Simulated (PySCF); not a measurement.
HO4S, charge -1.

```xyz
6

O      1.4349    -0.2715    -0.5528
S     -0.1513     0.0272     0.0290
O      0.0635     0.0045     1.5075
O     -0.9438    -1.1019    -0.5110
O     -0.4965     1.3538    -0.5341
H      1.9569    -0.3144     0.2593
```
Charge -1, spin multiplicity 1.

Coordinates come from a B3LYP-D3(BJ)/def2-SVPD optimisation. One conformer was computed; it need not be the lowest.

Level of theory: PBE/pcSseg-1 run with PySCF. Non-relativistic, no solvent.

Computed absolute GIAO shielding of each atom: isotropic value and principal components (ppm):
```csv
atom,σ(iso),σ11,σ22,σ33,span
O1,91.8,-21.7,-2.0,299.1,320.8
S2,134.7,4.0,158.0,241.9,237.9
O3,66.0,-25.5,49.5,174.0,199.4
O4,70.2,8.1,52.3,150.2,142.1
O5,68.2,5.0,50.8,148.8,143.7
H6,28.1,23.8,25.7,34.8,11.0
```
